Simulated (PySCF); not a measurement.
# Electronic absorption of 2-(trifluoromethyl)pyridine

Species: 2-(trifluoromethyl)pyridine, C6H4F3N.
InChI=1S/C6H4F3N/c7-6(8,9)5-3-1-2-4-10-5/h1-4H

Method used: PySCF 2.14.0, density-fitted response routines, TDDFT PBE0/def2-SVPD, vertical, gas phase, core orbitals frozen in the response. Geometry: PBE0-D3(BJ)/def2-SVP; no solvent, vibrations or thermal averaging. Torsions of this conformer, `[F:1][C:2]([F:3])([F:4])[c:5]1[cH:6][cH:7][cH:8][cH:9][n:10]1`: F1–C2–C5–C6 -120°.

Task: What does the calculation give for the low-lying excited states?

Result: 

```
state  E (eV)  E (kJ/mol)  λ (nm)       f  symmetry   main configurations (H = HOMO, L = LUMO)
   S1    4.83         466   256.5  0.0032        A″                                  H→L (99%)
   S2    5.20         502   238.5  0.0004         –                               H→L+1 (100%)
   S3    5.60         540   221.5   0.043        A′                 H-1→L (68%), H-2→L+1 (23%)
   S4    6.36         614   194.8   0.036        A′     H-1→L+1 (56%), H-2→L (33%), H-1→L (8%)
   S5    7.33         708   169.1   0.457        A′  H-2→L (39%), H-1→L+1 (28%), H-2→L+1 (22%)
   S6    7.41         715   167.3   0.520        A′    H-2→L+1 (51%), H-2→L (20%), H-1→L (15%)
   S7    7.64         737   162.3  0.0013         –                                H-3→L (96%)
   S8    7.66         739   161.8   0.051        A′                                H→L+2 (92%)
   S9    7.72         745   160.7  0.0015         –                              H-1→L+2 (98%)
  S10    8.03         775   154.4  0.0071        A″                              H-3→L+1 (96%)
```

Triplets, Tamm–Dancoff:

```csv
state,E (eV),λ (nm),"main configurations (H = HOMO, L = LUMO)"
T1,4.13,300.3,H→L (93%)
T2,4.18,296.4,"H-1→L+1 (49%), H-2→L (24%), H-1→L (22%)"
T3,4.62,268.2,"H-1→L (75%), H-1→L+1 (16%)"
T4,4.92,251.8,"H-2→L (67%), H-1→L+1 (31%)"
```

The lowest singlet lies at 4.83 eV (257 nm, ultraviolet) and is very weak; its leading configuration is HOMO→LUMO (99%). The strongest level in the table is S6 at 7.41 eV (167 nm, f = 0.520). Löwdin shares by element: HOMO nitrogen 58%, carbon 25% or more (atoms not listed hold the other 17%); LUMO carbon 54% or more, nitrogen 22% (atoms not listed hold the other 25%). Orbital energies (eV): HOMO-3 -10.79, HOMO-2 -8.96, HOMO-1 -8.30, HOMO -8.09, LUMO -1.54, LUMO+1 -1.18, LUMO+2 0.58. The oscillator strengths of these states sum to 1.121; summed over the whole spectrum of an exact calculation they would give the number of electrons, 74 (Thomas–Reiche–Kuhn). Weighted by f, the mean energy of these states is 7.28 eV. No computed singlet lies in the visible range (380 to 750 nm); the lowest, at 257 nm, stands 1.57 eV above its violet end (3.26 eV). All these states lie below the vertical ionisation energy of 10.07 eV (ΔSCF). Symmetry labels in Cs follow from the direction of the transition dipole and are given only for states with f of 0.002 or more. The window holds the lowest 10 singlets.

On an Arm Neoverse V2 with one thread, shared host with 96 logical CPUs at a one-minute load of 31, this took 4.2 min and 1.1 GiB of memory at its peak.
